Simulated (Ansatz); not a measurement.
Ansatz results at the PBE0-D4/def2-TZVP geometry: LUMO energy (PBE0/def2-TZVPP) -1.48 eV; ideal-gas entropy at 298 K and 1 bar (rigid rotor, harmonic PBE0-D4/def2-TZVP) 379 J/(mol·K); size of the dipole moment (PBE/def2-TZVPP) 1.55 D.

Each molecule was computed in one conformer, which needn't be the lowest.

Q: Which molecule gave them?
A. `C[N](C)[Ga]([F])[Br]`
B. `C#[C][GaH2]`
C. `[OH][GaH2]`
D. `C[O][Ga]([Cl])[Cl]`

A: D. The others give `C[N](C)[Ga]([F])[Br]`: -1.09, 405, 2.78; `C#[C][GaH2]`: -1.98, 284, 0.25; `[OH][GaH2]`: -1.19, 263, 1.32.
